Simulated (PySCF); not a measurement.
C3H6FSi2 (doublet state).
Numbering: `[CH:1]#[C:2][SiH2:3][C:4]([F:5])[SiH3:6]` (hydrogens: H7 on C1; H8, H9 on Si3; H10, H11, H12 on Si6)

Structure used (GFN2-xTB), in Å, numbered top down from 1:
```xyz
12
C3H6FSi2 angstrom
C      2.8158   -1.1409    0.3280
C      2.0544   -0.2303    0.1354
Si     0.8573    1.1601   -0.1313
C     -0.8385    0.5701    0.4356
F     -1.2025    1.0030    1.6714
Si    -2.0807   -0.5847   -0.3653
H      3.4882   -1.9344    0.4895
H      1.2728    2.3071    0.6782
H      0.7893    1.4481   -1.5672
H     -3.3791    0.0903   -0.4612
H     -2.2386   -1.7958    0.4465
H     -1.5372   -0.8932   -1.6858
```

The hyperfine couplings belong to this conformer and change with its torsions.

Theory: UKS B3LYP, pcH-1 on C F H Si, non-relativistic, mean-field spin-orbit, GIAO in PySCF. One conformer (not necessarily the lowest) at the GFN2-xTB geometry, without solvent, vibrations or thermal averaging. The geometry wasn't refined by DFT: couplings that depend on bond lengths, twists or pyramidal angles can differ widely from those at the functional's own minimum. Stability of the SCF solution: not tested.

Mulliken spin populations: C1 +0.016, C2 +0.016, Si3 -0.027, C4 +0.883, F5 +0.081, Si6 -0.035, H7 0.000, H8 +0.001, H9 +0.010, H10 +0.027, H11 +0.031, H12 -0.002.

(1) What dipolar couplings does the calculation give for H7, H8, H9, H10, H11, H12?

(2) Estimate them with point dipoles: put each population ρk at its nucleus, leave out the nucleus itself and the atom bound to it, and sum T = Σ [ρk/(2S)]·C·(3 n nᵀ − 1)/r³ with C = μ0 gₑ μB g_N μN/(4π h) = 79.06 MHz Å³.

(3) If all the spin sat on C4, T∥ = 2C/r³. What distance does the computed T3 of H7 then imply?

Answers

(1) 
```json
{"atom": "H7", "position": "4 bonds from C4", "distance from C4 (Å)": "5.00", "T1 (MHz)": "-1.36", "T2": "-0.54", "T3": "1.90"}
{"atom": "H8", "position": "β, 2 bonds from C4", "distance from C4 (Å)": "2.74", "T1 (MHz)": "-3.01", "T2": "-2.64", "T3": "5.64"}
{"atom": "H9", "position": "β, 2 bonds from C4", "distance from C4 (Å)": "2.73", "T1 (MHz)": "-3.26", "T2": "-2.39", "T3": "5.66"}
{"atom": "H10", "position": "β, 2 bonds from C4", "distance from C4 (Å)": "2.74", "T1 (MHz)": "-3.18", "T2": "-2.05", "T3": "5.23"}
{"atom": "H11", "position": "β, 2 bonds from C4", "distance from C4 (Å)": "2.75", "T1 (MHz)": "-3.16", "T2": "-1.90", "T3": "5.06"}
{"atom": "H12", "position": "β, 2 bonds from C4", "distance from C4 (Å)": "2.67", "T1 (MHz)": "-3.45", "T2": "-2.71", "T3": "6.16"}
```

(2) 
| atom | T1 (MHz) | T2 | T3 | T3, computed | difference in T3 (%) |
| --- | --- | --- | --- | --- | --- |
| H7 | -0.68 | -0.64 | 1.32 | 1.90 | -31 |
| H8 | -3.62 | -3.40 | 7.02 | 5.64 | +24 |
| H9 | -3.62 | -3.41 | 7.03 | 5.66 | +24 |
| H10 | -3.68 | -3.34 | 7.02 | 5.23 | +34 |
| H11 | -3.62 | -3.30 | 6.92 | 5.06 | +37 |
| H12 | -3.84 | -3.52 | 7.36 | 6.16 | +19 |

In T3 the estimate is closest for H12 (+19 %, 2.67 Å from C4) and worst for H11 (+37 %, 2.75 Å).

(3) r = (2 × 79.06/1.90)^(1/3) = 4.37 Å, against 5.00 Å in the structure.
